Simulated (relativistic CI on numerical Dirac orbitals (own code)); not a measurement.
# Level scheme of Pt XXI

Method of calculation: Dirac-Coulomb-Breit CI, separate exchange-only KLI orbitals for each configuration, model QED, unscaled Slater integrals (own radial code, finite nucleus).

Configuration list (outside the closed core [Ar] 3d10): 4s²4p⁶4d¹⁰4f¹², 4s²4p⁶4d¹⁰4f¹¹5s, 4s²4p⁶4d¹⁰4f¹⁰5s², 4s²4p⁶4d¹⁰4f¹⁰5s5p, 4s²4p⁶4d¹⁰4f¹¹5p, 4s²4p⁶4d¹⁰4f¹⁰5p², 4s²4p⁶4d⁹4f¹³, 4s²4p⁶4d¹⁰4f¹⁰5s5d, 4s²4p⁶4d¹⁰4f¹¹5d, 4s²4p⁶4d⁸4f¹⁴, 4s²4p⁶4d⁹4f¹¹5s², 4s²4p⁶4d¹⁰4f¹¹5f, 4s²4p⁶4d¹⁰4f¹¹6s, 4s²4p⁶4d⁹4f¹²5s, 4s²4p⁵4d¹⁰4f¹³, 4s²4p⁶4d¹⁰4f¹¹6p, 4s²4p⁶4d¹⁰4f¹¹5g, 4s²4p⁶4d¹⁰4f¹¹6d, 4s²4p⁶4d⁹4f¹²5p, 4s²4p⁶4d¹⁰4f¹¹7s, 4s4p⁶4d¹⁰4f¹³, 4s²4p⁶4d⁸4f¹³5s, 4s²4p⁶4d¹⁰4f¹¹6g, 4s²4p⁴4d¹⁰4f¹⁴, 4s²4p⁵4d¹⁰4f¹²5s, 4s4p⁶4d¹⁰4f¹¹5s², 4s²4p⁵4d⁹4f¹⁴, 4p⁶4d¹⁰4f¹⁴, 4s4p⁶4d⁹4f¹⁴, 4s4p⁶4d¹⁰4f¹²5s, 4s²4p⁵4d¹⁰4f¹²6s, 4s4p⁵4d¹⁰4f¹⁴, 4s4p⁶4d¹⁰4f¹²6s, 4s4p⁶4d¹⁰4f¹²7s. Levels of other configurations are missing.

The lowest level is 4s²4p⁶4d¹⁰4f¹² ³H6, with 98 % of that term; Hund's rules for 4s²4p⁶4d¹⁰4f¹² give ³H with J = 6, in agreement.

```csv
No.,Configuration,Term,J,E (eV),%,Landé g
1,4s²4p⁶4d¹⁰4f¹²,³H,6,0.0000,98,1.161
2,4s²4p⁶4d¹⁰4f¹²,³F,4,1.1910,59,1.134
3,4s²4p⁶4d¹⁰4f¹²,³H,5,3.2775,100,1.031
4,4s²4p⁶4d¹⁰4f¹²,³F,2,4.2520,55,0.849
5,4s²4p⁶4d¹⁰4f¹²,³H,4,4.3928,41,1.001
6,4s²4p⁶4d¹⁰4f¹²,³F,3,4.8074,100,1.081
7,4s²4p⁶4d¹⁰4f¹²,³H,4,7.4744,54,0.906
8,4s²4p⁶4d¹⁰4f¹²,³P,2,8.1406,48,1.119
9,4s²4p⁶4d¹⁰4f¹²,³P,0,9.6624,86,
10,4s²4p⁶4d¹⁰4f¹²,¹I,6,9.8567,98,1.000
11,4s²4p⁶4d¹⁰4f¹²,³P,1,10.5747,100,1.498
12,4s²4p⁶4d¹⁰4f¹²,³P,2,11.6182,45,1.191
13,4s²4p⁶4d¹⁰4f¹²,¹S,0,20.1763,86,
14,4f¹¹(4I°)5s,⁵I°,8,24.7899,94,1.240
15,4f¹¹(4I°)5s,⁵I°,7,26.2782,61,1.154
16,4f¹¹(4I°)5s,⁵I°,6,28.2776,71,1.098
17,4f¹¹(4F°)5s,⁵F°,5,28.3599,43,1.228
18,4f¹¹(4I°)5s,³I°,7,28.8535,59,1.148
19,4f¹¹(2H°)5s,³H°,4,29.0520,28,0.930
20,4f¹¹(4I°)5s,⁵I°,5,29.1352,42,1.021
21,4f¹¹(2H°)5s,³H°,6,29.5443,35,1.139
22,4f¹¹(4S°)5s,⁵S°,2,29.9614,49,1.662
23,4f¹¹(2D°)5s,³D°,1,30.7318,38,0.746
24,4f¹¹(4F°)5s,⁵F°,4,30.8397,37,0.995
25,4f¹¹(2H°)5s,¹H°,5,31.4816,34,1.075
26,4f¹¹(4F°)5s,⁵F°,3,31.7341,74,1.242
27,4f¹¹(4G°)5s,⁵G°,6,31.8901,46,1.169
28,4f¹¹(4F°)5s,⁵F°,2,31.9533,54,1.209
29,4f¹¹(4I°)5s,⁵I°,5,32.1798,25,1.045
30,4f¹¹(4F°)5s,⁵F°,4,32.2743,44,1.181
```

Energies count from the lowest computed level; ° marks odd parity. Percentages are summed over parent terms; the parents shown are those of the largest component, closed shells are left out there.

The mean weight of the leading LS term, summed over parents, in these 30 levels is 60 %, and that of the leading jj configuration (from the same eigenvectors) 76 %, so jj coupling describes them better and the LS labels are nominal.

At this charge transitions that keep the count of f electrons are usually good to a few per cent. Terms inside the open d or f shell come out 10 to 20 % too wide with unscaled integrals. Levels that differ in their count of f electrons can be misplaced by several ten thousand cm⁻¹, since the correlation energy of f electrons is missing or only estimated; rates across such gaps can be off by orders of magnitude.

LS names give the leading component of a level, which can be under half, so a name can repeat, a term be missing and a line seem to break the LS rules.
